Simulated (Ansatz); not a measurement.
FH3OSeSi, SMILES `O[SiH](F)[SeH]`, 7 atoms. Charge 0, multiplicity 1. Correlated methods include outer-core shells of Se, which these sets cover unevenly. Scalar relativity is left out up to krypton. All runs use 2 threads of an Intel Xeon 6975P-C on a shared host. Correlated methods freeze the cores.

(1) Give the basis size and wall time and peak host memory of each of these runs in Ansatz. RKS PBE0-D4/def2-QZVPP energy; RHF-CCSD(T)/def2-SVP energy; RHF-CCSD(T)/def2-TZVPP energy; RKS PBE0-D4/def2-TZVP relaxation (10 steps); RKS PBE0-D4/def2-TZVPP energy; RKS PBE0-D4/def2-TZVP frequencies; RKS ωB97M-V/def2-QZVPP energy; RKS PBE0-D4/def2-SVP energy; RKS r2SCAN-D4/def2-TZVPP energy and forces; RKS ωB97M-V/def2-SVP energy; direct RPA on PBE orbitals/def2-TZVPP energy; RKS PBE-QIDH (frozen core)/def2-TZVPP energy. (Estimate.)

Results:

(1) Ansatz gave: Other jobs shared the machine, so times are rough.

```csv
level,job,functions,wall time,peak host memory (GiB)
RKS PBE0-D4/def2-SVP,energy,93,0.9 s,0.2
RKS PBE0-D4/def2-TZVPP,energy,194,2 s,0.5
RHF-CCSD(T)/def2-SVP,energy,93,2.9 s,0.34
RKS r2SCAN-D4/def2-TZVPP,energy and forces,194,2.9 s,0.26
direct RPA on PBE orbitals/def2-TZVPP,energy,194,3 s,0.38
RKS ωB97M-V/def2-SVP,energy,93,3 s,0.28
RKS PBE-QIDH (frozen core)/def2-TZVPP,energy,194,3.5 s,0.45
RKS PBE0-D4/def2-QZVPP,energy,363,5.5 s,1.2
RKS ωB97M-V/def2-QZVPP,energy,363,13 s,1.3
RKS PBE0-D4/def2-TZVP,relaxation (10 steps),165,23 s,0.42
RHF-CCSD(T)/def2-TZVPP,energy,194,29 s,2.4
RKS PBE0-D4/def2-TZVP,frequencies,165,67 s,0.42
```
